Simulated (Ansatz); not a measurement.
SiS₃⁻, relaxed as a doublet with UKS PBE-D4/def2-TZVPD in Ansatz, starting from the GFN1-xTB geometry. Force threshold 0.02 eV/Å.

The relaxation made no stability test and no search for a lower SCF solution. Another isomer (doublet) lies 1.80 eV lower at PBE0-D4/def2-TZVPD; other spin states weren't run for this one.

Start:

Cartesian coordinates in Å:
```
Si -0.6966 -0.7798 0.4135
S -2.6202 -0.3975 0.1201
S 2.6728 0.5523 -0.1943
S 0.6441 0.6249 -0.3393
```

Question: Estimate the energy that the relaxation releases and the steps that it takes.

Answer: 11.2 kJ/mol, in 5 steps; 15 s on 4 threads of Arm Neoverse N1 on a shared host. No frequencies were taken in this run, so the end may be a saddle point.

Question: Does the start keep its bonding and symmetry?

Answer: By distances, no bond broke or formed. The bond that changes most is Si1–S4, from 2.08 to 2.20 Å (atoms count from 1). Point group Cs at the start, Cs at the end, both within 0.05 Å.

Question: Predict the relaxed structure.

Answer: 
```xyz
4

Si   -0.670   -0.818    0.441
S    -2.627   -0.408    0.122
S     2.646    0.499   -0.169
S     0.651    0.728   -0.394
```
Bond lengths: 2 × S–Si 2.02 to 2.20 Å; 1 × S–S 2.02 Å.
